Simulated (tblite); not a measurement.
Isomers of C7H11O (doublet state). Computed with GFN2-xTB (tblite): harmonic, unscaled wavenumbers at the GFN2-xTB geometry, gas phase. The method is semi-empirical: single wavenumbers can be off by several per cent or more. One conformer each. Open shells enter through the occupations alone, without spin polarisation, and single modes of such species can be off by tens of per cent.

Electronic energies: GFN2-xTB at the same geometries; isomer energies are rough at this level and their order can be wrong.

```
                   SMILES  electronic energy, lowest = 0 (kJ/mol)
CC[C@]12[CH][C@](O)(C1)C2                                   142.8
    [CH2][C@@]1(CC=C)CCO1                                   120.2
  [CH2]OC(=C)[C@@H](C)C=C                                   109.3
         C=CC[C](C)C(C)=O                                     0.0
     C[C]1O[C@H](C)C12CC2                                    21.5
```

**Question.** How do GFN2-xTB zero-point energies change the relative energies?

**Answer.** 
| SMILES | ZPE (kJ/mol) | of it from modes above 1550 cm⁻¹ | electronic (kJ/mol) | with ZPE, lowest = 0 (kJ/mol) | lowest mode (cm⁻¹) | rings |
| --- | --- | --- | --- | --- | --- | --- |
| C=CC[C](C)C(C)=O | 414.2 | 219.0 | 0.0 | 0.0 | 57 | 0 |
| C[C]1O[C@H](C)C12CC2 | 420.2 | 199.3 | 21.5 | 27.5 | 88 | 2 |
| [CH2]OC(=C)[C@@H](C)C=C | 408.4 | 223.5 | 109.3 | 103.5 | 40 | 0 |
| [CH2][C@@]1(CC=C)CCO1 | 412.7 | 210.7 | 120.2 | 118.7 | 33 | 1 |
| CC[C@]12[CH][C@](O)(C1)C2 | 421.8 | 201.1 | 142.8 | 150.4 | 62 | 3 |

The zero-point energies span 13.4 kJ/mol, from `[CH2]OC(=C)[C@@H](C)C=C` to `CC[C@]12[CH][C@](O)(C1)C2`. The order is unchanged.

**Question.** What do entropy and thermal enthalpy add at 298.15 K and 1 bar (rigid rotor, harmonic oscillator, one conformer each)?

**Answer.** 
| SMILES | point group | symmetry number | S (J/(mol K)) | H − H(0) (kJ/mol) | ZPE + H − H(0) − TS (kJ/mol) |
| --- | --- | --- | --- | --- | --- |
| C=CC[C](C)C(C)=O | C1 | 1 | 415.3 | 28.81 | 319.2 |
| C[C]1O[C@H](C)C12CC2 | C1 | 1 | 388.2 | 25.98 | 330.5 |
| [CH2]OC(=C)[C@@H](C)C=C | C1 | 1 | 424.6 | 30.10 | 311.9 |
| [CH2][C@@]1(CC=C)CCO1 | C1 | 1 | 406.3 | 27.28 | 318.9 |
| CC[C@]12[CH][C@](O)(C1)C2 | C1 | 1 | 373.4 | 24.22 | 334.7 |

S holds R ln(2S + 1) for the spin.
